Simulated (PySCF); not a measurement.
C₂H₈N₂Si₂, SMILES [Si@H]1(N)C(C)=N[SiH2]1.

The structure is a stationary point at PBE0-D3(BJ)/def2-SVP. The structure was generated by enumeration; whether it is a known compound was not checked. One conformer was computed; it need not be the lowest.

Level of theory: PBE/def2-TZVP (PySCF).

Isolated molecule, no solvent.

Problem. Estimate the frontier levels, gap, dipole moment and polarisability. (Estimate from the structure and the level; the computed values follow.)

Solution. 
```yaml
highest_occupied_level: -5.17 eV
lowest_empty_level: -1.85 eV
orbital_gap: 3.33 eV
dipole_moment: 3.19 D
quadrupole, principal values (traceless, Buckingham form, about the centre of nuclear charge): -2.89, 0.18, 2.72 D·Å
mean_static_polarisability: 95.5 bohr³ (14.15 Å³)
polarisability_principal_values: 75.2, 96.6, 114.7 bohr³
```
